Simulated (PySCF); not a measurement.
Zn(F)(SMe) (CH3FSZn), SMILES C[S][Zn][F]. Heavy atoms are numbered as in [Zn:1]([F:2])[S:3][CH3:4]. Hydrogens are named by the atom that carries them.

The structure is a stationary point at B3LYP-D3(BJ)/def2-SVP. The structure was generated by enumeration; whether it is a known compound was not checked. Other conformers were not sampled.

These are PySCF with HF/pcSseg-1 values and carry that method's errors.

GIAO shieldings, no solvent; atoms alike by connectivity are averaged. δ = σ(ref) − σ: ¹⁹F against CFCl3 (σ = 238.5 ppm); ³³S against H2S (σ = 725.2 ppm); ¹³C against TMS (σ = 192.6 ppm); ¹H against TMS (σ = 31.99 ppm), references at their B3LYP-D3(BJ)/def2-TZVP geometries, non-relativistic.

Computed chemical shifts:
```csv
nucleus,atoms,count,δ (ppm)
¹⁹F,F2,1,-225.3
³³S,S3,1,-104.3
¹³C,C4 (CH3),1,11.2
¹H,H on C4,3,2.29
```
